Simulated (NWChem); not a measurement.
System: CH5ClSn; SMILES [Cl][SnH2][CH3]

Input file for NWChem:

```
start job
memory heap 200 mb stack 900 mb global 1100 mb
geometry units angstroms
  Sn    -0.041457    -0.419229     0.159342
  C     -2.153402     0.059629     0.175021
  Cl     1.053898     1.441171    -0.631195
  H      0.382456    -1.708703    -0.861341
  H      0.615920    -0.763701     1.686788
  H     -2.319420     0.917594     0.817523
  H     -2.735856    -0.781009     0.531177
  H     -2.470583     0.305725    -0.832336
end
basis spherical
  * library def2-svp
end
ecp
  Sn library def2-ecp
end
dft
  xc pbe0
  iterations 150
end
driver
  maxiter 120
end
task dft optimize
dft
  grid fine
  convergence energy 1d-8 density 1d-7
end
task dft freq numerical
```

Output (shortened):

```
             Northwest Computational Chemistry Package (NWChem) 7.3.0
             --------------------------------------------------------

 C1  symmetry detected

                             Geometry "geometry" -> ""
                             -------------------------

 Output coordinates in angstroms (scale by  1.889725989 to convert to a.u.)

  No.       Tag          Charge          X              Y              Z
 ---- ---------------- ---------- -------------- -------------- --------------
    1 Sn                  50.0000     0.33781224    -0.33048489     0.00008224
    2 C                    6.0000    -1.47359909    -1.51735102     0.00059517
    3 Cl                  17.0000    -0.31455572     1.87411383    -0.00006721
    4 H                    1.0000     1.32517251    -0.54993354    -1.36417624
    5 H                    1.0000     1.32613548    -0.54972793     1.36355077
    6 H                    1.0000    -2.05581811    -1.27844187     0.88400796
    7 H                    1.0000    -1.24061896    -2.57490576    -0.00778620
    8 H                    1.0000    -2.05644136    -1.27857531    -0.88213706

 Effective nuclear repulsion energy (a.u.)     369.3410322088

                                Z-matrix (autoz)
                                --------

 Units are Angstrom for bonds and degrees for angles

[...]

      ----------------------
      Optimization converged
      ----------------------

  Step       Energy      Delta E   Gmax     Grms     Xrms     Xmax
  ---- ---------------- -------- -------- -------- -------- --------
@    5    -715.26199133 -2.0D-07  0.00007  0.00002  0.00064  0.00179
                                     ok       ok       ok       ok

                                Z-matrix (autoz)
                                --------

 Units are Angstrom for bonds and degrees for angles

[...]

 Rotational Constants
 --------------------
 A=   0.274595 cm-1  (  0.395072 K)
 B=   0.090151 cm-1  (  0.129704 K)
 C=   0.071120 cm-1  (  0.102323 K)

 Temperature                      =   298.15K
 frequency scaling parameter      =   1.0000

 Zero-Point correction to Energy  =   31.897 kcal/mol  (  0.050832 au)
 Thermal correction to Energy     =   35.568 kcal/mol  (  0.056681 au)
 Thermal correction to Enthalpy   =   36.160 kcal/mol  (  0.057625 au)

 Total Entropy                    =   79.258 cal/mol-K
   - Translational                =   41.280 cal/mol-K (mol. weight = 169.9098)
   - Rotational                   =   26.307 cal/mol-K (symmetry #  =        1)
   - Vibrational                  =   11.671 cal/mol-K

 Cv (constant volume heat capacity) =   18.863 cal/mol-K
   - Translational                  =    2.979 cal/mol-K
   - Rotational                     =    2.979 cal/mol-K
   - Vibrational                    =   12.904 cal/mol-K

[normal modes left out]

 ----------------------------------------------------------------------------
 Normal Eigenvalue ||           Projected Infra Red Intensities
  Mode   [cm**-1]  || [atomic units] [(debye/angs)**2] [(KM/mol)] [arbitrary]
 ------ ---------- || -------------- ----------------- ---------- -----------
    1       -0.000 ||    0.000432           0.010         0.421       0.132
    2       -0.000 ||    0.001231           0.028         1.200       0.376
    3       -0.000 ||    0.000180           0.004         0.175       0.055
    4       -0.000 ||    0.000002           0.000         0.002       0.001
    5        0.000 ||    0.001483           0.034         1.445       0.453
    6        0.000 ||    0.000406           0.009         0.396       0.124
    7       71.789 ||    0.000107           0.002         0.104       0.033
    8      126.698 ||    0.002465           0.057         2.403       0.754
    9      367.924 ||    0.025679           0.592        25.033       7.851
   10      371.102 ||    0.047151           1.088        45.965      14.416
   11      517.316 ||    0.003606           0.083         3.516       1.103
   12      537.507 ||    0.024162           0.557        23.555       7.388
   13      617.304 ||    0.105892           2.443       103.229      32.376
   14      709.826 ||    0.103649           2.391       101.042      31.690
   15      779.194 ||    0.095783           2.210        93.374      29.285
   16      793.938 ||    0.050840           1.173        49.561      15.544
   17     1218.264 ||    0.001773           0.041         1.729       0.542
   18     1426.630 ||    0.003429           0.079         3.343       1.048
   19     1431.194 ||    0.003552           0.082         3.463       1.086
   20     1938.821 ||    0.120587           2.782       117.554      36.869
   21     1944.996 ||    0.189913           4.381       185.137      58.065
   22     3075.106 ||    0.002211           0.051         2.155       0.676
   23     3192.658 ||    0.000385           0.009         0.375       0.118
   24     3203.008 ||    0.000048           0.001         0.047       0.015
 ----------------------------------------------------------------------------
```

Level: PBE0/def2-SVP with def2 effective core potentials on Sn. def2 effective core potentials on Sn; no spin-orbit coupling.
